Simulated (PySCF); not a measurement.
## Dipole response of Ga (gallium, neutral)

[Ar] 3d10 4s2 4p1, 2P determinant. All numbers are calculated (PySCF 2.14, the non-relativistic Hamiltonian (point nucleus), in def2-QZVPPD (12s7p5d4f1g, 95 functions)). Coupled (time-dependent) response in atomic units; α is the mean over directions.

```tsv
method	mean α (bohr³)	α xx, yy, zz	C₆ (like pair)	S(−4)
UHF	57.29	46.49, 78.90, 46.49	508.7	1869
PBE	59.88	45.75, 88.14, 45.75	504.8	2729
PBE0	57.17	44.87, 81.77, 44.87	487.3	2204
B3LYP	58.24	44.92, 84.87, 44.92	488.9	2482
```

S(−4) is the Cauchy moment in α(ω) = α(0) + S(−4) ω² + …

Reference α: 50 ± 3 bohr³ (recommended; Schwerdtfeger and Nagle, table of static dipole polarizabilities (2023 update)). Published C₆: 498.0 (Chu and Dalgarno (2004); Tang, Norbeck and Certain (1976)).

Spin-orbit coupling is absent.

α(iu) at PBE0:

```
u (hartree)  α(iu) (bohr³)
          0          57.17
     0.0500          52.39
      0.100          43.12
      0.200          27.78
      0.300          18.66
      0.500          9.884
      0.750          5.607
       1.00          3.718
       1.50          2.103
       2.00          1.417
       3.00         0.8172
       5.00         0.4055
```

A single London oscillator, α(iu) = α/(1 + u²/ω²), gives C₆ = (3/4) ω α². Matching the computed C₆ needs ω = 4 × 487.3 / (3 × 57.17²) = 0.199 hartree.

The components differ because the open shell of this determinant is not spherical; for a pure term their mean is the scalar polarisability.
